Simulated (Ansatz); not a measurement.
Input and output for C2H7GaO2 (`C[CH2][Ga]([OH])[OH]`).

```yaml
crystal:
  periodic: [false, false, false]
  atoms:
    - {symbol: C, position_ang: [-0.250177, 0.328857, 1.830399]}
    - {symbol: C, position_ang: [0.703143, 0.651511, 0.769105]}
    - {symbol: Ga, position_ang: [0.030743, -0.161014, -1.038899]}
    - {symbol: O, position_ang: [-1.293096, -1.207601, -1.232705]}
    - {symbol: O, position_ang: [1.110489, 0.152505, -2.429088]}
    - {symbol: H, position_ang: [-0.049171, 0.687938, 2.656047]}
    - {symbol: H, position_ang: [-0.344141, -0.736918, 1.945766]}
    - {symbol: H, position_ang: [-1.370673, 0.360547, 1.654145]}
    - {symbol: H, position_ang: [1.652524, 0.077605, 0.994141]}
    - {symbol: H, position_ang: [0.609622, 1.651481, 0.491775]}
    - {symbol: H, position_ang: [-1.507293, -1.360966, -2.088597]}
    - {symbol: H, position_ang: [0.749623, -0.084189, -3.417074]}
basis:
  gaussian: {orbitals: aug-cc-pVTZ, final_grid: {core_spheres: 5, valence_spheres: 4, degree: 11}, nuclear_model: gaussian}
hamiltonian: {xc: {name: SVWN5}}
accuracy: high
```

```sh
$ ansatz run in.yaml --threads 4 --pin off --events-out ev --progress --plain --max-ram 10444MiB
```

Output, abridged:

```
Functional definition: SVWN5
6123 factors; integrals over basis functions are off by at most 4.9e-9 eV
mean field evaluation 1: about -58499.1233 eV, gradient 1.3e2 eV
mean field evaluation 2: about -58342.3385 eV, gradient 2.7e2 eV
mean field evaluation 4: about -58528.7820 eV, gradient 4.1e1 eV
mean field evaluation 8: about -58531.8224 eV, gradient 4.5e-1 eV
mean field evaluation 16: about -58531.8397 eV, gradient 3.3e-3 eV
mean field evaluation 32: about -58531.8397 eV, gradient 1.2e-7 eV
mean field -58531.83969508 eV, -2151.0054344883 hartree, gradient 2.1e-8 eV, S^2 0.000000; 0 other end points of the search recorded, 0 dependent functions left out
reference -58531.83970224 eV, -2151.0054347514 hartree; 33, 33 occupied and 371, 371 virtual orbitals, 6123 factors
Total energy: -58531.83970224 eV, -2151.0054347514 hartree
```

It took 33 s on 4 threads of an Arm Neoverse V2 on a shared host, with 5.6 GiB of host memory at the peak.
